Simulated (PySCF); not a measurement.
SMILES B[SiH2]CN (CH8BNSi) at its GFN2-xTB optimised geometry (Å):

```
12

B      1.5277    -1.4393     0.0000
Si    -0.4245    -1.4393     0.0000
C     -1.0481     0.3825     0.0000
N     -0.4583     1.0938     1.1289
H      2.1474    -1.5555     0.9849
H      2.1381    -1.3122    -0.9905
H     -1.0991    -2.0669     1.1584
H     -1.1026    -2.0568    -1.1590
H     -2.1474     0.4175    -0.0021
H     -0.7168     0.8848    -0.9116
H     -0.7782     0.6798     1.9982
H     -0.7505     2.0669     1.1341
```

Computed with PBE/def2-TZVP in PySCF.

Map of the deformation density (molecule minus spherical neutral atoms) (e/bohr³) on the plane z = 1.5 Å:

```
|...............................|
|...............................|
|...............................|
|...............................|
|...............................|
|............  .................|
|...........     ...............|
|..........      ...............|
|..........  .:.................|
|............-=:................|
|............:: ::..............|
|............-::=::.............|
|......... .:#@#+-:.............|
|.........  .=*-::..............|
|.........   .. ................|
|.........        ..............|
|.........        ..............|
|..........       ..............|
|.............    ..............|
|..............   ......  ......|
|............:..........  ......|
|...........:::.........  ......|
|............::......... .......|
|.......... ....................|
|...............................|
|...............................|
|...............................|
|...............................|
|...............................|
|...............................|
|...............................|
```
Scale: ten equal steps from -0.013 (start of ' ') to 0.076 (end of '@'), in the order ' .:-=+*#%@'; x runs from -4.50 to 4.50, y from -4.50 (bottom) to 4.50 (top).
